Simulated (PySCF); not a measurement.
# Radial density of Pt⁶⁵⁺ (platinum, charge +65)

UHF, [Ne] 3s2 3p1, 2P determinant. Computed with PySCF 2.14 in an even-tempered Gaussian basis (17 s from 18 bohr⁻², ratio 2.5; 12 p from 24 bohr⁻², ratio 2.5; 4 d from 92 bohr⁻², ratio 2.7; 4 f from 140 bohr⁻², ratio 2.7), with the spin-free X2C one-electron Hamiltonian (Gaussian nucleus).

| r (bohr) | 4πr²ρ (e/bohr) | 4πr²(ρα − ρβ) |
| --- | --- | --- |
| 0.0213 | 87.04 | 1.6882 |
| 0.0359 | 106.2 | 2.9204 |
| 0.0604 | 118.4 | 0.9469 |
| 0.102 | 43.87 | 1.8938 |
| 0.171 | 24.21 | 7.1991 |
| 0.287 | 3.110 | 1.0645 |
| 0.483 | 0.01520 | 0.0039 |

Densities and radii are taken from the X2C orbitals without a picture-change correction, which distorts them close to the nucleus.

Spin-orbit coupling, absent here, splits the open shell strongly.
